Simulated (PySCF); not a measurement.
**Spin states of GaTe**

Unrestricted PBE0; Ga cc-pVDZ-PP with ECP10, Te cc-pVDZ-PP with ECP28; scalar-relativistic core potentials (PySCF 2.14). Outer shells of the fragments: Ga 3d10 4s2 4p1; Te 4d10 5s2 5p4.

Followed along the bond (rough minima from three points):

| 2Ms+1 | unpaired | ⟨S²⟩ at the start | R at minimum (Å) | Te (eV) |
| --- | --- | --- | --- | --- |
| 2 | σ ↑ | 0.76 | 2.43 | 0.00 |
| 2 | π ↑ | 0.75 | 2.69 | 0.02 |
| 4 | σ ↑, π ↑↑ | 3.76 | 2.74 | 2.41 |

Solutions found at the starting distance of 2.525 Å, counted from the lowest of them; the search is not exhaustive and high or unbound solutions are not listed, so other states can lie among these:

```tsv
2Ms+1	unpaired	term	E (eV)	⟨S²⟩	⟨Lz²⟩	μ (D)
2	σ ↑	²Σ⁺	0.00	0.76	0.00	-2.97
2	π ↑	²Π	0.06	0.75	1.01	-1.11
4	σ ↑, π ↑↑	mixed	2.43	3.76	2.01	0.59
4	σ ↑, π ↑↑	mixed	2.65	3.76	2.01	0.48
2	σ ↑, π ↑↓	mixed	2.85	1.76	2.01	0.35
2	σ ↑, π ↑↓	mixed	3.01	1.76	2.01	0.82
```

A term symbol is given only where ⟨S²⟩ and ⟨Lz²⟩ are close to those of a pure state; real π, δ and φ orbitals otherwise mix terms. A positive dipole means Ga(−)Te(+).

Spin–orbit coupling is left out. Counting both spins, an empty level lies below a filled one in some of these solutions, because spin and occupation are held.
